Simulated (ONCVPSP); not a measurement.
Logarithmic derivatives: holmium (Ho), ONCV

Ho (Z = 67), optimised norm-conserving Vanderbilt (ONCV), made with ONCVPSP 4.0.1 (PBEsol, scalar-relativistic). Core [Kr] 4d10, reference 4f11 5s2 5p6 5d1 6s1. Waves: 5s+6s: rc 1.85 bohr, ncon 3, nbas 7, qcut 5.8 1/bohr, 2 projectors; 5p: rc 1.60 bohr, ncon 4, nbas 8, qcut 4.5 1/bohr, 2 projectors, debl 2.7 Ha; 5d: rc 3.90 bohr, ncon 5, nbas 9, qcut 4.4 1/bohr, 2 projectors, debl 3.1 Ha; 4f: rc 0.95 bohr, ncon 4, nbas 9, qcut 20.3 1/bohr, 2 projectors, debl 2.6 Ha. Local part: polynomial inside 0.95 bohr (lpopt 3, dvloc0 0 Ha). Core correction: Teter function, fcfact 2.5, rcfact 1.55.

The phase is arctan(r·R′/R) of the radial function R(r), unwrapped; energies in Ha, scanned from -3 to 5 Ha. A pole is an energy at which the radial function vanishes at the test radius. The pseudo phase is shifted by a multiple of π to meet the all-electron one at the reference energy, and phase errors are pseudo minus all-electron; the curves can meet again beyond the range given. Levels narrower than the energy grid can be missing from the lists of poles. Where the grid stepped over a known ghost or core level, its pole and its step of π were put in at the level’s energy.

```
channel  radius (bohr)  reference energy (Ha)  poles, all-electron     poles, pseudo  unbroken range about the reference energy with phases within 0.05 rad  phase error 1 Ha above the reference energy (rad)
      s           1.88                  -0.13                -1.28      -1.28, -1.23                                                             above -1.2                                             +0.001
      p           1.63                  -0.93                 1.02              1.02                                                              below 4.5                                             -0.000
      d           3.97                  -0.03     0.11, 1.35, 3.46  0.11, 1.44, 3.47                                                              below 0.4                                             +0.032
      f           0.96                  -0.09                 1.96              1.96                                                        the whole range                                             +0.000
```

Note: ghosts flagged at negative energy: s at -33.5 eV; GHOST(+) flagged for d at 139.2 eV, p at 181.8 eV. A true bound ghost makes a file unfit for plane-wave use.

Phases in the d channel:

```
E (Ha)  all-electron   pseudo
 -2.98         1.456    1.455
 -2.54         1.445    1.444
 -2.10         1.430    1.430
 -1.66         1.410    1.409
 -1.22         1.377    1.377
 -0.78         1.314    1.314
 -0.34         1.096    1.095
  0.10        -1.552   -1.550
  0.54        -3.387   -3.170
  0.98        -4.578   -4.547
  1.42        -4.732   -4.707
  1.86        -4.899   -4.845
  2.30        -7.067   -6.606
  2.74        -7.727   -7.723
  3.18        -7.819   -7.818
  3.62        -7.873   -7.870
  4.06        -7.938   -7.924
  4.50        -8.148   -8.061
  4.94       -10.641  -10.862
```
